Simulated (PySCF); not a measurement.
Iridium: a sound run and one with changed settings

Sound run: Ir+ [Xe] 4f14 5d7 6s1, Ir(2+) [Xe] 4f14 5d7. Computed with PySCF 2.14 in def2-TZVP with the def2 core potential (60 electrons), with a scalar-relativistic core potential. The sound run starts from symmetry-adapted Hartree-Fock orbitals and uses a fine grid where one is needed.

Changed run: initial guess atom, at most 5 SCF cycles. This setting is unsound on purpose.

```
species  method  sound run (hartree)  changed run (hartree)  converged
    Ir+     UHF           -103.18504             -103.18502         no
    Ir+    PBE0           -103.90628             -103.87432         no
    Ir+  r2SCAN           -103.95872             -103.95871         no
 Ir(2+)     UHF           -102.58478             -102.58477         no
 Ir(2+)    PBE0           -103.25451             -103.22509         no
 Ir(2+)  r2SCAN           -103.29728             -103.29694         no
```

The SCF was stopped early; the energies are upper bounds that still move, and correlated levels were skipped or rest on poor orbitals.
